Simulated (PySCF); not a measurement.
C3H3 (SMILES [CH]=C=C), doublet (typed; the unrestricted solution is spin-contaminated), geometry from GFN2-xTB; MP2/cc-pVDZ run with PySCF.

Input for PySCF:
```python
from pyscf import gto, scf, mp

mol = gto.M(
    atom='''
C     0.001404   -0.018997    0.109188
C     0.016848   -0.227990    1.310390
C    -0.015720    0.212717   -1.222609
H     0.030126   -0.407665    2.343087
H     0.899848    0.246266   -1.784816
H    -0.945169    0.367019   -1.740084
''',
    basis='cc-pvdz',
    charge=0,
    spin=1,
    verbose=4,
)

mf = scf.UHF(mol)
mf.kernel()

pt = mp.MP2(mf)
pt.kernel()
print('E(MP2) = %.10f' % pt.e_tot)
```

### Question
What does PySCF print? Leave out banner, timings and long lists.

### Answer

```
PySCF version 2.14.0

[INPUT] verbose = 4
[INPUT] num. atoms = 6
[INPUT] num. electrons = 21
[INPUT] charge = 0
[INPUT] spin (= nelec alpha-beta = 2S) = 1
[INPUT] symmetry False subgroup None
[INPUT] Mole.unit = angstrom
[INPUT] Symbol           X                Y                Z      unit          X                Y                Z       unit  Magmom
[INPUT]  1 C      0.001404000000  -0.018997000000   0.109188000000 AA    0.002653175479  -0.035899127188   0.206335416089 Bohr   0.0
[INPUT]  2 C      0.016848000000  -0.227990000000   1.310390000000 AA    0.031838105747  -0.430838659140   2.476278216369 Bohr   0.0
[INPUT]  3 C     -0.015720000000   0.212717000000  -1.222609000000 AA   -0.029706494678   0.401976872039  -2.310396167428 Bohr   0.0
[INPUT]  4 H      0.030126000000  -0.407665000000   2.343087000000 AA    0.056929889229  -0.770375200571   4.427792716029 Bohr   0.0
[INPUT]  5 H      0.899848000000   0.246266000000  -1.784816000000 AA    1.700466273738   0.465375293792  -3.372813422742 Bohr   0.0
[INPUT]  6 H     -0.945169000000   0.367019000000  -1.740084000000 AA   -1.786110551429   0.693565392512  -3.288282193738 Bohr   0.0

nuclear repulsion = 53.8286038508703
number of shells = 24
number of NR pGTOs = 99
number of NR cGTOs = 57
basis = cc-pvdz
ecp = {}

******** <class 'pyscf.scf.uhf.UHF'> ********
method = UHF
initial guess = minao
damping factor = 0
level_shift factor = 0
DIIS = <class 'pyscf.scf.diis.CDIIS'>
diis_start_cycle = 1
diis_space = 8
diis_damp = 0
SCF conv_tol = 1e-09
SCF conv_tol_grad = None
SCF max_cycles = 50
direct_scf = True
direct_scf_tol = 1e-13
number electrons alpha = 11  beta = 10
Set gradient conv threshold to 3.16228e-05
init E= -115.751558708647

cycle= 1 E= -115.205967554546  delta_E= 0.546  |g|= 0.217  |ddm|= 1.78
cycle= 2 E= -115.247192930261  delta_E= -0.0412  |g|= 0.0773  |ddm|= 0.318
cycle= 3 E= -115.254298103117  delta_E= -0.00711  |g|= 0.0413  |ddm|= 0.155
cycle= 4 E= -115.256625091857  delta_E= -0.00233  |g|= 0.0239  |ddm|= 0.0637
cycle= 5 E= -115.257992919161  delta_E= -0.00137  |g|= 0.0158  |ddm|= 0.0509
cycle= 6 E= -115.258763496252  delta_E= -0.000771  |g|= 0.00975  |ddm|= 0.0465
cycle= 7 E= -115.259128146601  delta_E= -0.000365  |g|= 0.00792  |ddm|= 0.0287
cycle= 8 E= -115.259569672338  delta_E= -0.000442  |g|= 0.00565  |ddm|= 0.0421
cycle= 9 E= -115.259935213675  delta_E= -0.000366  |g|= 0.00197  |ddm|= 0.0686
cycle= 10 E= -115.259953791452  delta_E= -1.86e-05  |g|= 0.000928  |ddm|= 0.01
cycle= 11 E= -115.259958519544  delta_E= -4.73e-06  |g|= 0.000379  |ddm|= 0.00684
cycle= 12 E= -115.259959080638  delta_E= -5.61e-07  |g|= 0.000168  |ddm|= 0.00142
cycle= 13 E= -115.259959189435  delta_E= -1.09e-07  |g|= 7.72e-05  |ddm|= 0.000724
cycle= 14 E= -115.259959210774  delta_E= -2.13e-08  |g|= 3.09e-05  |ddm|= 0.000284
cycle= 15 E= -115.259959213261  delta_E= -2.49e-09  |g|= 1.34e-05  |ddm|= 9.07e-05
cycle= 16 E= -115.259959213603  delta_E= -3.41e-10  |g|= 4.29e-06  |ddm|= 4.01e-05
Extra cycle  E= -115.259959213623  delta_E= -2.06e-11  |g|= 2.63e-06  |ddm|= 6.83e-06
converged SCF energy = -115.259959213623  <S^2> = 0.95802564  2S+1 = 2.1982044

******** <class 'pyscf.mp.ump2.UMP2'> ********
nocc = (np.int64(11), np.int64(10)), nmo = (57, 57)
E(UMP2) = -115.612564960009  E_corr = -0.352605746385257
E(SCS-UMP2) = -115.605689392136  E_corr = -0.345730178512549
E_corr(same-spin) = -0.0893039044035684
E_corr(oppo-spin) = -0.263301841981689
E(MP2) = -115.6125649600
```
